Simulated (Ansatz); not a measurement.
Li7H8⁻. Total charge -1; singlet. Geometry PBE0-D4/def2-TZVPD.

```xyz
15

Li    0.612    2.256    1.265
Li    2.285    1.309   -0.144
Li    0.446   -0.224    1.871
Li   -1.009   -2.242    0.255
Li   -1.684    0.483    0.080
Li    0.620   -0.593   -1.622
Li   -1.864   -1.169   -1.781
H    -2.554   -1.204   -0.141
H    -0.460   -2.227   -1.548
H     1.805    0.910    1.679
H    -0.062   -1.866    1.631
H    -0.848    1.186    1.468
H     2.211    0.019   -1.339
H     1.540    2.987   -0.021
H    -1.038    0.374   -1.654
```

LC-ωPBE has ω = 0.4 bohr⁻¹. Another isomer (singlet) lies 0.25 eV lower at PBE0-D4/def2-TZVPD; other spin states weren't run for this one.

Problem. Estimate the orbital energies around the gap (eV) in Ansatz with PBE-D4/def2-TZVPD, r2SCAN-D4/def2-TZVPD, PBE0-D4/def2-TZVPD, BHLYP-D4/def2-TZVPD, LC-ωPBE/def2-TZVPD.

Solution. 
| orbital | PBE-D4/def2-TZVPD | r2SCAN-D4/def2-TZVPD | PBE0-D4/def2-TZVPD | BHLYP-D4/def2-TZVPD | LC-ωPBE/def2-TZVPD |
| --- | --- | --- | --- | --- | --- |
| HOMO−9 | -45.20 | -46.75 | -49.25 | -53.66 | -51.01 |
| HOMO−8 | -44.97 | -46.50 | -49.00 | -53.40 | -50.75 |
| HOMO−7 | -3.70 | -3.98 | -5.06 | -6.30 | -8.26 |
| HOMO−6 | -3.00 | -3.26 | -4.29 | -5.50 | -7.34 |
| HOMO−5 | -2.24 | -2.46 | -3.41 | -4.54 | -6.25 |
| HOMO−4 | -2.09 | -2.31 | -3.23 | -4.35 | -5.99 |
| HOMO−3 | -1.95 | -2.18 | -3.11 | -4.23 | -5.87 |
| HOMO−2 | -1.80 | -2.02 | -2.95 | -4.06 | -5.72 |
| HOMO−1 | -1.42 | -1.63 | -2.55 | -3.66 | -5.28 |
| HOMO | -1.03 | -1.22 | -2.12 | -3.18 | -4.80 |
| LUMO | 1.54 | 2.01 | 1.94 | 2.20 | 2.62 |
| LUMO+1 | 2.05 | 2.52 | 2.39 | 2.63 | 3.05 |
| LUMO+2 | 2.22 | 2.70 | 2.52 | 2.70 | 3.08 |
| LUMO+3 | 2.32 | 2.81 | 2.65 | 2.86 | 3.25 |
| LUMO+4 | 2.54 | 2.98 | 2.83 | 3.04 | 3.45 |
| LUMO+5 | 2.59 | 3.12 | 2.89 | 3.08 | 3.47 |
